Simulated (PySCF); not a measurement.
PySCF 2.14 output of an unrestricted LDA calculation on a single atom or ion in cc-pVTZ-PP with ECP28MDF, with scalar relativity through the core potential:

```
SCF conv_tol = 1e-09
number electrons alpha = 7  beta = 4
    P. A. M. Dirac.,  Math. Proc. Cambridge Philos. Soc. 26, 376 (1930)
    F. Bloch.,  Z. Phys. 57, 545 (1929)
    S. H. Vosko, L. Wilk, and M. Nusair.,  Can. J. Phys. 58, 1200 (1980)
cycle= 1 E= -65.813162830134  delta_E= -0.00204  |g|= 0.0217  |ddm|= 0.124
cycle= 2 E= -65.8132689167649  delta_E= -0.000106  |g|= 0.0121  |ddm|= 0.0707
cycle= 3 E= -65.8133144160334  delta_E= -4.55e-05  |g|= 5.72e-05  |ddm|= 0.0274
cycle= 4 E= -65.8133144171209  delta_E= -1.09e-09  |g|= 2.7e-06  |ddm|= 0.000177
cycle= 5 E= -65.8133144171239  delta_E= -2.96e-12  |g|= 1.3e-07  |ddm|= 7.33e-06
converged SCF energy = -65.8133144171239  <S^2> = 3.7502158  2S+1 = 4.0001079
```

The run itself started from symmetry-adapted Hartree-Fock orbitals and held the occupation by maximum overlap, on a logarithmic radial grid, so the iterations belong to that start.

Q: Which element, charge and spin multiplicity is this?

A: Mo(3+) (molybdenum, charge +3), multiplicity 4; the state was [Kr] 4d3, high-spin 4F determinant.

Energies and moments cover only the electrons outside the core potential.
